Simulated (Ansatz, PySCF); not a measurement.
Gas-phase reaction in SMILES: [SiH3][SiH](Cl)Cl -> [SiH3] (SiH3) + Cl[SiH]Cl (the Si-Si bond at the site shown breaks; other sites are not compared here)
Geometries: B3LYP-D3(BJ)/def2-TZVP minima from Ansatz (a program for electronic structure).

Wanted: bond dissociation energy (0 K, with B3LYP-D3(BJ) harmonic zero-point energies from PySCF), in kcal/mol. Valence correlation only, unless marked. UHF or UKS for open shells. Spin-orbit coupling is left out. Non-relativistic unless marked X2C. Basis-set limits of correlation are two-point, X^-3; Hartree-Fock from the larger set. [CCSD(T)-MP2]/basis is that difference in the basis named.

```
level                        program  bond dissociation energy (kcal/mol)
--------------------  --------------  -----------------------------------
r2SCAN/def2-TZVPD             Ansatz                                 68.6
r2SCAN-D4/def2-TZVPD  Ansatz + dftd4                                 69.2
```

Task: Estimate the value at RI-MP2/CBS(aug-cc-pV(T+d)Z,aug-cc-pV(Q+d)Z)+[CCSD(T)-MP2]/aug-cc-pV(T+d)Z as computed with Ansatz.

Result: 76.7 kcal/mol, so r2SCAN-D4/def2-TZVPD differs from it by -7.5 kcal/mol.
